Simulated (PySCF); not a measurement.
One of the candidates below gave these computed data.

All candidates are CH10O2Si3.

* Valence photoelectron: vertical ionisation energy: 10.22 eV [ΔSCF PBE0/def2-SVPD]
* UV, first state: lowest singlet excitation: 7.26 eV (171 nm, f = 0.003) [TDDFT PBE0/def2-SVPD]
* UV, strongest line: among the 10 lowest singlet transitions: S10 at 8.40 eV (148 nm, f = 0.096) [TDDFT PBE0/def2-SVPD]
* NMR, other nuclei: isotropic shieldings of nuclei other than C and H, by class: 273 (1 O), 274 (1 O), 371 (1 Si), 389 (1 Si), 420 (1 Si) ppm [GIAO PBE0/pcSseg-1]
* Triplet: lowest triplet excitation (Tamm–Dancoff): 6.98 eV [TDA PBE0/def2-SVPD]
* Dipole: 1.24 D [PBE0/def2-SVPD]
* Rotational structure: rotational constants A, B, C: 2.970, 0.913, 0.736 GHz [PBE0-D3(BJ)/def2-SVP]
* 13C NMR: chemical shifts (computed TMS as zero) by class: -6.8 (1 C) ppm [GIAO PBE0/pcSseg-1]
* Polarisability: 98.3 au [PBE0/def2-SVPD]

Gas-phase values; electronic properties from PySCF, density fitting. Levels stand in brackets. Isolated species at its PBE0-D3(BJ)/def2-SVP geometry (one conformer only). Each NMR value is the plain mean over a class of atoms that symmetry, rotation or inversion makes alike.

Problem. Which candidate is it?
A. `O[SiH2]O[SiH2]C[SiH3]`
B. `O[Si@H](C[SiH3])O[SiH3]`
C. `CO[Si@@H]([SiH3])O[SiH3]`
D. `C[SiH](O[SiH3])O[SiH3]`
E. `C[Si@H]([SiH3])O[SiH2]O`

Solution. A. It is `O[SiH2]O[SiH2]C[SiH3]`. Numbering: `[OH:1][SiH2:2][O:3][SiH2:4][CH2:5][SiH3:6]`. Its formula, CH10O2Si3, gives 0 degrees of unsaturation, so no ring and no π bond. The one carbon: sp3 carbon bound to silicon [C5] (-6.8 ppm). The other shieldings belong to: 273 ppm, silanol oxygen [O1]; 274 ppm, siloxane oxygen [O3]; 371 ppm, oxygen-bound silicon [Si4]; 389 ppm, oxygen-bound silicon [Si2]; 420 ppm, SiH3 silicon [Si6]. The first electron is taken from the HOMO, whose largest Löwdin shares are 0.27 on the siloxane oxygen, 0.15 on an oxygen-bound silicon, 0.12 on an Si–H hydrogen and 0.12 on an oxygen-bound silicon. The optimised geometry has point group C1 and is an asymmetric top.

The others, at the same levels:
- `O[Si@H](C[SiH3])O[SiH3]` fails: its computed lowest singlet excitation is 7.09 eV (175 nm, f = 0.000) (against 7.26 eV), strongest line among the 10 lowest singlet transitions is S6 at 8.11 eV (153 nm, f = 0.124) (against S10 at 8.40 eV) and rotational constant A is 1.957 GHz (against 2.970 GHz).
- `C[SiH](O[SiH3])O[SiH3]` fails: its computed 13C shifts are 1.8 (1 C) ppm, lowest singlet excitation is 7.00 eV (177 nm, f = 0.001) (against 7.26 eV) and vertical ionisation energy is 9.96 eV (against 10.22 eV).
- `C[Si@H]([SiH3])O[SiH2]O` fails: its computed 13C shifts are 2.9 (1 C) ppm, lowest singlet excitation is 6.37 eV (195 nm, f = 0.022) (against 7.26 eV) and vertical ionisation energy is 9.51 eV (against 10.22 eV).
- `CO[Si@@H]([SiH3])O[SiH3]` fails: its computed 13C shifts are 54.7 (1 C) ppm, lowest singlet excitation is 6.42 eV (193 nm, f = 0.011) (against 7.26 eV) and vertical ionisation energy is 9.70 eV (against 10.22 eV).

Each candidate is one conformer, not necessarily the lowest. The conformers computed, where there is a choice (atom-mapped SMILES and torsion angles):
- `[OH:1][SiH2:2][O:3][SiH2:4][CH2:5][SiH3:6]`: O1–Si2–O3–Si4 -170°, Si2–O3–Si4–C5 16°, O3–Si4–C5–Si6 -55°, H–O1–Si2–O3 -64°
- `[OH:1][Si@H:2]([CH2:3][SiH3:4])[O:5][SiH3:6]`: O1–Si2–C3–Si4 -65°, O1–Si2–O5–Si6 141°, H–O1–Si2–C3 55°
- `[CH3:1][SiH:2]([O:3][SiH3:4])[O:5][SiH3:6]`: C1–Si2–O3–Si4 -89°, C1–Si2–O5–Si6 95°
- `[CH3:1][Si@H:2]([SiH3:3])[O:4][SiH2:5][OH:6]`: C1–Si2–O4–Si5 73°, Si2–O4–Si5–O6 -58°, H–O6–Si5–O4 -69°
- `[CH3:1][O:2][Si@@H:3]([SiH3:4])[O:5][SiH3:6]`: C1–O2–Si3–Si4 176°, O2–Si3–O5–Si6 -62°
